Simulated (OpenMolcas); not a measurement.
Co³⁺.

```json
{
  "Program": "OpenMolcas",
  "Method": "CASSCF",
  "Basis": "ANO-RCC-VQZP [7s6p4d3f2g1h]",
  "Scalar Hamiltonian": "DKH2, point nucleus",
  "Active space": "6 electrons in 5 orbitals (3d)",
  "State averaging": "2S+1 = 5 even, 5 roots; 2S+1 = 3 even, 45 roots; 2S+1 = 1 even, 50 roots",
  "Spin-orbit coupling": "RASSI with atomic mean-field integrals over the reference wave functions, term energies averaged over their components"
}
```

Levels without dynamic correlation, in cm-1 above 3d6 5D4:

```json
{"Level": "3d6 3P2(1)", "E": "28732"}
{"Level": "3d6 3H6", "E": "26287"}
{"Level": "3d6 3F4(1)", "E": "30082"}
{"Level": "3d6 3G5", "E": "33164"}
```

On this reference, MS-CASPT2, IPEA 0.25 Eh, imaginary shift 0.1 Eh (closed shells correlated: 3s 3p) puts 3d6 3P2(1) at 22890 cm-1.

Q: Estimate the other levels at that method by one scale factor, and say how well it serves.

A: The factor is 22890 / 28732 = 0.797. Scaled values beside those that MS-CASPT2 gives and measured ones (Sugar and Corliss, J. Phys. Chem. Ref. Data 10, 1097 (1981)):
```json
{"Level": "3d6 3H6", "Scaled": "20951", "MS-CASPT2": "23970", "Miss (%)": "-12.6", "Measured": "23680"}
{"Level": "3d6 3F4(1)", "Scaled": "23975", "MS-CASPT2": "25630", "Miss (%)": "-6.5", "Measured": "25396"}
{"Level": "3d6 3G5", "Scaled": "26432", "MS-CASPT2": "29380", "Miss (%)": "-10.0", "Measured": "29022"}
```
For these levels the scaled values miss MS-CASPT2 by up to 12.6 %, as correlation changes each term by its own factor, spin-orbit parts do not scale and CASPT2 has its own spread within terms. This holds within one configuration; levels of others move differently, and the target method has errors of its own against measurement.

Term energies are means over components that CASPT2 splits; among the terms shown or strongly mixed into the levels shown the widest spread is 300 cm-1 (3d6 3G, MS-CASPT2). Without dynamic correlation excited terms often stand tens of per cent too high (terms of higher spin than the ground term too low), and those without a measured partner can miss by more than the paired ones (holds for CASSCF). Measured partners are found by configuration, term and J. A level has none where our copy of the source lacks it or the pairing is in doubt (some pairs that miss far off the trend of their configuration count as doubtful), and it then counts in no deviation. Only configurations of the active space appear.

A number in round brackets counts repeated terms of one configuration in the order of the reference energies.
